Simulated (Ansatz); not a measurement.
Cost and result for the atomization energy of `C=N[SiH](N)F` (10 atoms, 9 bonds).

```xyz
10

C    -1.086   -0.933   -1.380
N    -0.125   -0.172   -1.096
Si    0.028    0.697    0.392
N     1.550    0.314    1.017
F    -1.166    0.306    1.395
H    -1.118   -1.440   -2.352
H    -1.930   -1.141   -0.707
H    -0.139    2.147    0.169
H     1.923    0.712    1.860
H     2.063   -0.490    0.701
```

Charge 0, multiplicity 1. The structure was optimised at the PBE0-D4/def2-TZVP level. It is one conformer, not always the lowest. Program: Ansatz. All runs use 4 threads of an Arm Neoverse V1 on a shared host. Times are those of one run each, without the atoms' runs, and a repeat can differ threefold. Electronic energies, without spin–orbit coupling; frozen cores. CCSD(T)/CBS adds CCSD(T) − MP2 in def2-TZVPP to the MP2 limit, and its time is that of the two runs behind it. T1 = 0.012. HSE06 is the plane-wave form, built on full-range PBE exchange.

CCSD(T)/CBS is a level of theory with its own doubt, some kJ/mol a heavy atom from the limit and from the frozen cores, so smaller differences don't rank the functionals.

```
                             level  functions  wall time
   PBE-D4/def2-TZVPP (with forces)        236        2 s
                PBE0-D4/def2-TZVPP        236      2.2 s
               HSE06-D4/def2-TZVPP        236      2.6 s
           CAM-B3LYP-D4/def2-TZVPP        236      2.8 s
                  CCSD(T)/def2-SVP         99      3.8 s
r2SCAN-D4/def2-TZVPP (with forces)        236      3.9 s
             r2SCANh-D4/def2-TZVPP        236      4.1 s
                ωB97X-V/def2-TZVPP        236      6.5 s
                 B97M-V/def2-TZVPP        236        7 s
  ωB97M-V/def2-TZVPP (with forces)        236        9 s
                    MP2/def2-QZVPP        448       20 s
                CCSD(T)/def2-TZVPP        236      110 s
                 CCSD(T)/CBS(def2)          –    2.2 min
```

(1) What atomization energy does each give, and how far from CCSD(T)/CBS? (An estimate is asked.)

Answers

(1) Computed: 
```
                             level  atomization (kJ/mol)  difference from CCSD(T)/CBS  per bond
   PBE-D4/def2-TZVPP (with forces)                3925.6                         73.2       8.1
                PBE0-D4/def2-TZVPP                3829.3                        -23.1      -2.6
               HSE06-D4/def2-TZVPP                3832.3                        -20.1      -2.2
           CAM-B3LYP-D4/def2-TZVPP                3880.9                         28.5       3.2
                  CCSD(T)/def2-SVP                3543.0                       -309.4     -34.4
r2SCAN-D4/def2-TZVPP (with forces)                3829.8                        -22.6      -2.5
             r2SCANh-D4/def2-TZVPP                3797.7                        -54.7      -6.1
                ωB97X-V/def2-TZVPP                3865.8                         13.4       1.5
                 B97M-V/def2-TZVPP                3845.6                         -6.8      -0.8
  ωB97M-V/def2-TZVPP (with forces)                3867.0                         14.6       1.6
                    MP2/def2-QZVPP                3880.5                         28.1       3.1
                CCSD(T)/def2-TZVPP                3724.6                       -127.8     -14.2
                 CCSD(T)/CBS(def2)                3852.4                          0.0       0.0
```

The D4 term adds +30.9 kJ/mol with B3LYP and +16.1 kJ/mol with PBE0; it sums over pairs of atoms, weighted by their polarisabilities, and B3LYP, whose exchange is more repulsive, gets the larger term. From BLYP to BHLYP (50 % exact exchange), in def2-TZVPP and without D4, the atomization energy moves by −134.7 kJ/mol: exact exchange takes away binding that semilocal exchange gives to molecules. Leaving LDA and LC-ωPBE aside and taking each functional with its dispersion term where it has one, the values, not all of them listed here, spread over 203.0 kJ/mol, from BHLYP-D4 to PBE-D4. LDA lies +504.4 kJ/mol from PBE without D4, its usual overbinding.

B3LYP here is the variant with VWN-RPA as its local correlation; programs differ in this.
